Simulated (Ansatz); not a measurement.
Reaction (ligand exchange at the Sc–F bond): `[F][Sc]([Cl])[Cl]` + HCl → `[Cl][Sc]([Cl])[Cl]` + H–F

Gas-phase electronic energies from Ansatz, PBE0-D4/def2-TZVP geometries. CCSD(T)/CBS is the MP2 limit (def2-TZVPP, def2-QZVPP) plus CCSD(T) − MP2 in def2-TZVPP, frozen cores. This one scheme is used for every species. Functionals use def2-TZVPP. HSE06 is defined as in plane-wave codes. For Sc outer-core shells are correlated without core-valence functions, which leaves a few kJ/mol of doubt a bond. Scalar relativity is left out up to krypton.

```
             level  ΔE (kcal/mol)
            PBE-D4            4.5
         revPBE-D4            4.5
           BLYP-D4            5.3
          HSE06-D4            2.7
     CCSD/def2-SVP            6.9
    MP2/def2-TZVPP            1.9
   CCSD/def2-TZVPP            3.1
CCSD(T)/def2-TZVPP            2.8
```

Task: What does CCSD(T)/CBS give? (Best estimate.)

Result: The calculation gave: +1.5 kcal/mol. The listed levels differ from it by 3.0, 3.0, 3.8, 1.2, 5.4, 0.4, 1.6, 1.3 kcal/mol.

Largest T1 diagnostic among the species: 0.015.

From BLYP to BHLYP (50 % exact exchange), in def2-TZVPP and without D4, ΔE moves by −2.6 kcal/mol. Leaving LDA and LC-ωPBE aside and taking each functional with its dispersion term where it has one, the values, not all of them listed here, spread over 3.3 kcal/mol, from PBE-QIDH to CAM-B3LYP-D4.
